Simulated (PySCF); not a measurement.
Bi(F)(Me)2 (C2H6BiF), SMILES [CH3][Bi]([CH3])[F].

The structure is a stationary point at PBE-D3(BJ)/def2-SVP. The def2 effective core potentials stand for the cores of Bi; spin–orbit coupling is left out.

Calculation: IEF-PCM-PBE0/def2-SVP (PySCF 2.14.0).

The values are the electrostatic part of the solvation free energy, E(continuum) − E(gas) at the gas-phase geometry, in a cavity of scaled van der Waals radii (PySCF's table); cavitation and dispersion terms are not included. A continuum can't describe solvent molecules that bind to the metal. In vacuum the orbital gap is 6.09 eV. The dipole moment in vacuum is 3.37 D.

Computed values in water (ε = 78.36), toluene (ε = 2.37), methanol (ε = 32.61):
```json
[
 {"solvent": "water", "ε": "78.36", "ΔG(elec) (kcal/mol)": "-6.2", "dipole (D)": "4.42", "gap (eV)": "6.14"},
 {"solvent": "toluene", "ε": "2.37", "ΔG(elec) (kcal/mol)": "-2.9", "dipole (D)": "3.82", "gap (eV)": "6.10"},
 {"solvent": "methanol", "ε": "32.61", "ΔG(elec) (kcal/mol)": "-6.1", "dipole (D)": "4.38", "gap (eV)": "6.13"}
]
```
